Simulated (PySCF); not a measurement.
B3LYP has the VWN-RPA correlation part, as in Gaussian. Excitations are Tamm–Dancoff values on a coarser integration grid. The basis has no diffuse functions, so Rydberg states are missing or too high.

**C3H9ClSi, SMILES `CC(C)[SiH2]Cl` (C–C–Si–Cl torsion 58°) (charge 0, multiplicity 1)**

These are B3LYP-D3(BJ)/def2-TZVP run with PySCF values and carry that method's errors.

```yaml
HOMO: -8.00 eV
dipole_moment: 1.97 D
HOMO–LUMO gap: 8.13 eV
LUMO: 0.13 eV
S1 excitation (TDA): 7.06 eV
S1 oscillator strength: 0.008
T1 excitation (TDA): 6.74 eV
S1–T1 gap (TDA): 0.32 eV
total_energy: -869.6171 Ha
cost: very roughly 2.9 core-minutes
```

```xyz
14

C     -1.2825     0.7076     0.4087
C     -0.0078     0.2965    -0.3362
C     -0.2404    -0.9404    -1.2169
Si     1.4224    -0.0264     0.8343
Cl     1.8233     1.6665     1.9676
H     -1.1296     1.6051     1.0091
H     -2.0924     0.9085    -0.2973
H     -1.6208    -0.0882     1.0774
H      0.3045     1.1272    -0.9792
H     -1.0452    -0.7551    -1.9326
H      0.6507    -1.2153    -1.7851
H     -0.5340    -1.8050    -0.6157
H      1.0942    -1.1219     1.7741
H      2.6576    -0.3592     0.0919
```
Charge 0, spin multiplicity 1.
